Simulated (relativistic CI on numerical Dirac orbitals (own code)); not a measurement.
Tm³⁴⁺: q coefficients and field-shift factors

Method of calculation: Dirac-Coulomb-Breit CI, orbitals from a KLI potential per configuration, derivatives by finite differences, unscaled Slater integrals, QED left out (own radial code, finite nucleus).

CI space (outside the closed core [Ar] 3d10): 4s²4p⁵, 4s4p⁶, 4s²4p⁴4d, 4s4p⁵4d, 4s²4p⁴4f, 4s4p⁵4f. Double excitations out of closed p, d and f shells are left out; levels of such configurations are missing from the list, as are those of other unlisted configurations, and high levels can miss mixing partners.

With x = (α/α₀)² − 1 an excitation energy changes as ω = ω₀ + qx; K = 2q/ω₀ is the relative enhancement. Terms are leading LS components, so labels can repeat. The field-shift factor is F = δν/δ⟨r²⟩ for the transition from the lowest level.

Lowest level 4s²4p⁵ ²P°3/2.

| Level | ω₀ (cm⁻¹) | q (cm⁻¹) | K | F (GHz/fm²) |
| --- | --- | --- | --- | --- |
| 4s²4p⁵ ²P°1/2 | 509936 | 601300 | 2.36 | -61.8 |
| 4s²4p⁴4d ⁴D3/2 | 1076395 | 38120 | 0.0708 | 9.37 |
| 4s²4p⁴4d ⁴P1/2 | 1084398 | 117600 | 0.217 | -135 |
| 4s²4p⁴4d ⁴D5/2 | 1089488 | 49490 | 0.0908 | 9.01 |
| 4s²4p⁴4d ⁴F7/2 | 1110828 | 42430 | 0.0764 | 8.81 |
| 4s²4p⁴4d ²P1/2 | 1163110 | 316900 | 0.545 | -349 |
| 4s²4p⁴4d ²D3/2 | 1172366 | 48410 | 0.0826 | 9.38 |
| 4s²4p⁴4d ²F7/2 | 1188609 | 143700 | 0.242 | 10.7 |
| 4s²4p⁴4d ⁴F9/2 | 1195278 | 143900 | 0.241 | 10.7 |
| 4s²4p⁴4d ²D5/2 | 1295419 | 151200 | 0.233 | 11.8 |
| 4s²4p⁴4d ²D3/2 | 1328410 | 178100 | 0.268 | 7.65 |
| 4s4p⁶ ²S1/2 | 1346804 | 462400 | 0.687 | -522 |
| 4s²4p⁴4d ²D5/2 | 1348578 | 193700 | 0.287 | 4.5 |

At this charge energies of transitions that change n are usually good to better than 1 %, and those within a shell (Δn = 0) to a few per cent.
